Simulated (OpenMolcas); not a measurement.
# Multiconfigurational calculation on W+

Input:

```
&GATEWAY
Coord
1

W 0.0 0.0 0.0
Basis=ANO-RCC-VTZP
Group=XYZ
NoMove
AngMom=0.0 0.0 0.0
AMFI
&SEWARD
Relativistic=R03O02
&RASSCF
FileOrb=start.orb
Symmetry=1
Spin=6
nActEl=5 0 0
Inactive=15 19
Ras2=5 0
CIRoot=1 1 1
SDav=1
CIMx=300
Iter=120 100
PrWF=0.3
OrbListing=Nothing
MaxOrb=0
Atom
>>> COPY $Project.JobIph JOB001
&RASSCF
FileOrb=start.orb
Symmetry=1
Spin=4
nActEl=5 0 0
Inactive=15 19
Ras2=5 0
CIRoot=24 24 1
SDav=24
CIMx=300
Iter=120 100
PrWF=0.3
OrbListing=Nothing
MaxOrb=0
Atom
CIOnly
>>> COPY $Project.JobIph JOB002
&RASSCF
FileOrb=start.orb
Symmetry=1
Spin=2
nActEl=5 0 0
Inactive=15 19
Ras2=5 0
CIRoot=75 75 1
SDav=75
CIMx=300
Iter=120 100
PrWF=0.3
OrbListing=Nothing
MaxOrb=0
Atom
CIOnly
>>> COPY $Project.JobIph JOB003
&RASSI
NrOfJobIphs=3 1 24 52
1
1 2 3 4 5 6 7 8 9 10 11 12 13 14 15 16 17 18 19 20 21 22 23 24
1 2 3 4 5 6 7 8 9 10 11 12 13 14 15 16 17 18 19 20 21 22 23 24 25 26 27
28 29 30 31 32 33 34 35 36 37 38 39 40 41 42 43 44 45 46 47 48 49 50 51
52
IphNames
JOB001
JOB002
JOB003
EJob
SpinOrbit
DIPRint=1.0
SOCoupling=1000.0
Subsets=2
MEES
Property=10
'ANGMOM' 1 'ANGMOM' 2 'ANGMOM' 3 'MLTPL  1' 1 'MLTPL  1' 2 'MLTPL  1' 3
'AMFI' 1 'AMFI' 2 'AMFI' 3 'MLTPL  2' 6
SOProperty=3
'ANGMOM' 1 'ANGMOM' 2 'ANGMOM' 3
```

Launched by
```bash
OMP_NUM_THREADS=1 MOLCAS_MEM=2252 MOLCAS_PROJECT=a pymolcas a.inp > a.log  # once for each step of the input, in one work folder
```

A driver script runs the steps one by one and writes start.orb anew before each from the orbitals found so far, so a CI-only block uses the converged orbitals of the first block.

Output, cut to the results:

```
--- SEWARD ---
Basis set label: W.ANO-RCC...8S7P5D3F2G1H.

      Electronic valence basis set:
      ------------------
      Associated Effective Charge  74.000000 au
      Associated Actual Charge     74.000000 au
      Nuclear Model: Point charge

      Shell  nPrim  nBasis  Cartesian Spherical Contaminant
         s      24       8        X
         p      21       7        X
         d      15       5                 X
         f      11       3                 X
         g       4       2                 X
         h       2       1                 X
Relativistic=R03O02
                  Relativistic Douglas-Kroll-Hess integrals:
                    - DKH order of Hamiltonian: 3
                    - DKH order of Properties : 2
--- RASSCF ---
Wave function specifications:
      -----------------------------

      Number of closed shell electrons          68
      Number of electrons in active shells       5
      Max number of holes in RAS1 space          0
      Max nr of electrons in RAS3 space          0
      Number of inactive orbitals               34
      Number of active orbitals                  5
      Number of secondary orbitals              65
      Spin quantum number                      2.5
      State symmetry                             1
Orbital specifications:
      -----------------------

      Symmetry species                           1   2
                                                ag  au
      Frozen orbitals                            0   0
      Inactive orbitals                         15  19
      Active orbitals                            5   0
      RAS1 orbitals                              0   0
      RAS2 orbitals                              5   0
      RAS3 orbitals                              0   0
      Secondary orbitals                        31  34
      Deleted orbitals                           0   0
      Number of basis functions                 51  53
      Number of CSFs                             1
      Number of root(s) required                 1
      Iter CI   SX   CI       RASSCF       Energy    max ROT     max BLB   max BLB  Level Ln srch  Step   QN
          iter iter root      energy       change     param      element    value   shift minimum  type update
 Nr of preliminary CI iterations:   1
      Total energies have been shifted. Add               -16000.00 au
        1   1   10    1  -141.17922862    0.00E+00  -2.89E-02    1  23 1  3.20E-01*  0.00   0.00    SX    NO
        2   1   10    1  -141.18498078   -5.75E-03*  3.09E-03   16  35 2  2.25E-02*  0.00   0.00    SX    NO
        3   1    9    1  -141.18517153   -1.91E-04*  1.81E-03   12  31 2 -1.94E-02*  0.00   0.00    SX    NO
        4   1   10    1  -141.18515655    1.50E-05*  3.20E-03   10  29 2  2.05E-02*  0.00   0.00    SX    NO
        5   1   10    1  -141.18509372    6.28E-05*  3.35E-03   12  31 2 -2.23E-02*  0.00   0.47    SX   YES
        6   1    9    1  -141.18532222   -2.29E-04*  1.37E-03   16  35 2  1.04E-02*  0.00   0.68    QN   YES
        7   1    7    1  -141.18538976   -6.75E-05*  1.26E-04   13  39 2 -2.02E-04*  0.00   1.01    QN   YES
        8   1    7    1  -141.18538981   -4.79E-08*  4.48E-05   15  41 2  8.50E-05   0.00   0.68    QN   YES
        9   1    3    1  -141.18538983   -1.41E-08* -1.92E-07   17  23 2  1.27E-06   0.00   1.00    QN   YES
       10   1    2    1  -141.18538983    3.46E-11   3.54E-08   19  25 2  2.97E-07   0.00   0.02    QN   YES
      Convergence after 10 iterations
       11   1    2    1  -141.18538983   -2.36E-11   3.54E-08   17  26 2  1.13E-07   0.00   0.02    QN   YES
      Natural orbitals and occupation numbers for root  1
      sym 1:   1.000000   1.000000   1.000000   1.000000   1.000000
::    RASSCF root number  1 Total energy: -16141.18538983
--- RASSCF ---
Wave function specifications:
      -----------------------------

      Number of closed shell electrons          68
      Number of electrons in active shells       5
      Max number of holes in RAS1 space          0
      Max nr of electrons in RAS3 space          0
      Number of inactive orbitals               34
      Number of active orbitals                  5
      Number of secondary orbitals              65
      Spin quantum number                      1.5
      State symmetry                             1
Orbital specifications:
      -----------------------

      Symmetry species                           1   2
...
--- RASSI ---
SPIN-FREE ENERGIES:
  (Shifted by EMIN (a.u.) =     -16141.1853898268)

 SF State       Relative EMIN(au)   Rel lowest level(eV)    D:o, cm**(-1)      L_eff

     1             0.0000000000        0.0000000000              0.0000         0.0
     2             0.0905061005        2.4627964578          19863.7930         4.0
     3             0.0905061005        2.4627964578          19863.7930         4.0
     4             0.0905061005        2.4627964578          19863.7930         4.0
     5             0.0905061005        2.4627964578          19863.7930         4.0
     6             0.0905061005        2.4627964578          19863.7930         4.0
     7             0.0905061005        2.4627964578          19863.7930         4.0
     8             0.0905061005        2.4627964578          19863.7930         4.0
     9             0.0905061005        2.4627964578          19863.7930         4.0
    10             0.0905061005        2.4627964578          19863.7930         4.0
    11             0.1054826056        2.8703279243          23150.7560         1.0
    12             0.1054826056        2.8703279243          23150.7560         1.0
    13             0.1054826056        2.8703279243          23150.7560         1.0
    14             0.1117320355        3.0403835737          24522.3473         2.0
    15             0.1117320355        3.0403835737          24522.3473         2.0
    16             0.1117320355        3.0403835737          24522.3473         2.0
    17             0.1117320355        3.0403835737          24522.3473         2.0
    18             0.1117320355        3.0403835737          24522.3473         2.0
    26             0.1296483786        3.5279121054          28454.5301         6.0
    27             0.1296483786        3.5279121054          28454.5301         6.0
    28             0.1296483786        3.5279121054          28454.5301         6.0
...
```

Levels above the lowest, from the spin-orbit matrix, grouped by J:

| Configuration | Term | J | E (cm⁻¹) | Term weight % | Second |
| --- | --- | --- | --- | --- | --- |
| 5d⁵ | ⁶S | 5/2 | 0.0 | 96 | 4 ⁴P |
| 5d⁵ | ⁴G | 5/2 | 18333 | 64 | 13 ²F(1) |
| 5d⁵ | ⁴G | 7/2 | 19672 | 88 | 6 ²F(1) |
| 5d⁵ | ⁴G | 11/2 | 19921 | 93 | 6 ²H |
| 5d⁵ | ⁴G | 9/2 | 20299 | 96 | 2 ⁴F |
| 5d⁵ | ⁴P | 5/2 | 20785 | 42 | 25 ⁴D |
| 5d⁵ | ⁴P | 3/2 | 21413 | 59 | 37 ⁴D |
| 5d⁵ | ⁴P | 1/2 | 23068 | 69 | 31 ⁴D |
| 5d⁵ | ⁴D | 7/2 | 24511 | 86 | 6 ⁴G |
| 5d⁵ | ⁴D | 1/2 | 26645 | 69 | 31 ⁴P |
| 5d⁵ | ⁴D | 5/2 | 26818 | 60 | 19 ⁴P |
| 5d⁵ | ⁴D | 3/2 | 27452 | 59 | 37 ⁴P |
| 5d⁵ | ²I | 11/2 | 27969 | 84 | 13 ²H |
| 5d⁵ | ²I | 13/2 | 29475 | 100 |  |
| 5d⁵ | ²F(1) | 5/2 | 31091 | 29 | 28 ²D |
| 5d⁵ | ²D | 3/2 | 31618 | 54 | 42 ⁴F |
| 5d⁵ | ⁴F | 7/2 | 31926 | 41 | 30 ²F(1) |
| 5d⁵ | ⁴F | 9/2 | 32073 | 47 | 38 ²G |

Configurations with an s electron lie low in 5d ions of this charge, fall among these levels and mix in, so low-spin terms can stand far too high, up to twice their true height, and weights are not those of the real levels. Without dynamic correlation excited terms often stand tens of per cent too high (terms of higher spin than the ground term too low), and those without a measured partner can miss by more than the paired ones. Terms from blocks run as CI alone lack orbitals of their own. The free ion's ground configuration, as NIST lists it, lies outside this active space, so the lowest level here need not be the ground level. Only configurations of the active space appear. The first state left out of the spin-orbit step lies near 42000 cm-1 above the lowest spin-free state of the reference (among the parities and spins computed), and the list stops at four fifths of that energy or lower.

The RASSCF and RASSI steps took 17 s on 1 thread of Arm Neoverse V2 (shared host); the integral step is not counted.

The term weight is that of the spin-free term in the level, not the purity of its configuration. A number in round brackets counts repeated terms of one configuration in the order of the reference energies.
